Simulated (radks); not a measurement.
Initial-state core-level shifts of the bismuth ion Bi2+ when its valence configuration changes from [Hg] 6p1. Method: scalar-relativistic Kohn-Sham, PBEsol, spin-unpolarised, spherical densities, finite nucleus; Fermi nuclear charge, rms radius 5.5211 fm; computed with a radial shooting solver on a logarithmic mesh with Libxc functionals. Shifts are changes of the shell-averaged eigenvalues in eV (positive: less bound); the change of the density at the nucleus, which sets a Mossbauer isomer shift, is in e/bohr^3, on a base of 3.209e+06.

valence                          2p       3s       4s       4p  density at nucleus
[Xe] 4f13 5d10 6s2 6p2      -23.270  -25.674  -22.237  -21.459              +321.1
[Xe] 4f14 5d10 6s1 6p2       -1.799   -1.818   -1.822   -1.821              -349.9
[Xe] 4f14 5d10 6s1.5 6p1.5   -0.907   -0.916   -0.918   -0.917              -172.8
[Xe] 4f14 5d10 6p3           -3.545   -3.584   -3.592   -3.589              -716.6
[Xe] 4f13 5d10 6s1 6p3      -25.013  -27.437  -24.002  -23.222               -65.9
[Xe] 4f14 5d9 6s2 6p2        -6.939   -6.821   -6.706   -6.694               +87.3
[Xe] 4f14 5d9 6p4           -10.357  -10.279  -10.168  -10.152              -687.2
[Xe] 4f14 5d8 6s2 6p3       -13.970  -13.711  -13.456  -13.429              +178.5
[Xe] 4f14 5d8 6p5           -17.284  -17.063  -16.809  -16.778              -654.0
